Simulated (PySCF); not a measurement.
## Pt⁺: excitation energy

Pt⁺ [Xe] 4f14 5d9 (2D) → Pt⁺ [Xe] 4f14 5d8 6p1 (high-spin determinant), as a difference of total energies. All numbers are calculated (PySCF 2.14, a scalar-relativistic core potential, in aug-cc-pwCVTZ-PP with ECP60MDF). Correlated levels: valence: 5s2 5p6 frozen; valence and next inner shell: nothing frozen outside the core potential. The calculations carry no spin-orbit coupling.

```
                                method  excitation energy (cm⁻¹)
                                   UHF                     52610
                                   LDA                     62113
                                   PBE                     60232
                                  PBE0                     59884
                                 HSE06                     59668
                                PBEsol                     60792
                     SCS-MP2 (valence)                     62308
    MP2 (valence and next inner shell)                     61738
SCS-MP2 (valence and next inner shell)                     61587
```

Task: Estimate what revPBE gives.

Result: 60005 cm⁻¹, closest to PBE0 among the rows shown.

Task: Estimate what MP2 (valence) gives.

Result: 61681 cm⁻¹, closest to MP2 (valence and next inner shell) among the rows shown.

The determinant of the upper state mixes LS terms, which raises its energy above the lowest term, most at the Hartree-Fock and MP2 levels.
